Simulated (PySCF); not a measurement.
Mg(Cl)(GeH3) (ClGeH3Mg), SMILES [GeH3][Mg][Cl].

Geometry: B3LYP-D3(BJ)/def2-TZVP.

Method: IEF-PCM-M06-2X/def2-SVP (PySCF).

The values are the electrostatic part of the solvation free energy, E(continuum) − E(gas) at the gas-phase geometry, in a cavity of scaled van der Waals radii (PySCF's table); cavitation and dispersion terms are not included. A continuum can't describe solvent molecules that bind to the metal. In vacuum the orbital gap is 7.67 eV. The dipole moment in vacuum is 1.27 D.

Problem. Estimate the values in water (ε = 78.36), dimethylsulfoxide (ε = 46.83), toluene (ε = 2.37). (The exact figures need the calculation; the answer reports its results.)

Solution. 
| solvent | ε | ΔG(elec) (kcal/mol) | dipole (D) | gap (eV) |
|---|---|---|---|---|
| water | 78.36 | -12.3 | 0.78 | 7.81 |
| dimethylsulfoxide | 46.83 | -12.1 | 0.79 | 7.81 |
| toluene | 2.37 | -5.5 | 1.14 | 7.72 |
